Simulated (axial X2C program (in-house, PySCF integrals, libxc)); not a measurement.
# Curves of YCN from open-shell CI on d1 s1 p(π)0

Calculated with an in-house all-electron X2C program for linear molecules (integrals from PySCF): two-component X2C with atomic mean-field Coulomb and Gaunt terms, basis Y dyall-v3z, C dyall-v3z, N dyall-av3z (cores contracted in-house). Orbitals come from Hartree–Fock averaged over the configuration Y d1 s1 p(π)0; CI then distributes these electrons over the d, s, p(π) shells of Y.

Scan along the Y–C bond with CN moving as one mass, its bond held at 1.160 Å; masses Y 88.906 u, C 12.000 u, N 14.003 u. Energies in cm⁻¹ from the lowest point; levels are followed by energy order within each Ω. Lowest level at 2.439 Å: 80% s2 + 13% d1 s1.

| R (Å) | (1)Ω=0 | (1)Ω=1 | (1)Ω=2 | (1)Ω=3 | (2)Ω=0 |
| --- | --- | --- | --- | --- | --- |
| 2.268 | 381 | 5414 | 5561 | 5736 | 6669 |
| 2.354 | 0 | 4509 | 4659 | 4838 | 5935 |
| 2.439 | 237 | 4267 | 4421 | 4602 | 5811 |
| 2.537 | 1057 | 4582 | 4738 | 4924 | 6213 |
| 2.634 | 2270 | 5340 | 5499 | 5688 | 7018 |
| 2.744 | 3957 | 6560 | 6722 | 6915 | 8256 |
| 2.878 | 6263 | 8363 | 8527 | 8724 | 10041 |

Problem. Fit the curves (1)Ω=0, (1)Ω=1, (1)Ω=2, (1)Ω=3, (2)Ω=0 near their minima.

Solution. From the open-shell CI curves, Te from the lowest:

```
 level  Te (cm⁻¹)  Re (Å)  ωe (cm⁻¹)
(1)Ω=0          0   2.359      371.2
(1)Ω=1       4268   2.435      336.8
(1)Ω=2       4421   2.434      337.0
(1)Ω=3       4603   2.434      337.3
(2)Ω=0       5796   2.417      333.3
```

Without dynamic correlation distances can be off by several hundredths of an Å (long for ionic bonds, short for multiple bonds) and the wavenumbers are rough.

The 5 lowest curves are shown; the next is (3)Ω=0, from 5841 cm⁻¹.

Dynamic correlation is missing, so gaps between terms are too wide and other configurations may lie lower; the lowest level listed is that of this model, not necessarily the ground state. The lowest levels belong to s2, not to the averaged configuration, so orbitals and distance suit them less well. For d shells the ligand-field splittings (σ, π, δ) and their order can be off by a thousand cm⁻¹ or more. At most 6 roots were kept for each Ω > 0 (twice that for Ω = 0) within 3.2 eV of the lowest, so higher up levels can be missing between those listed; levels with Ω > 0 are doubly degenerate and listed once, Ω = 0 levels singly. Some active spinors are only partly of the character that their shell is named for, so the shell names and counts are nominal. States that fill the shells left empty in the average are placed too high. The molecule was held linear; bending was not examined.
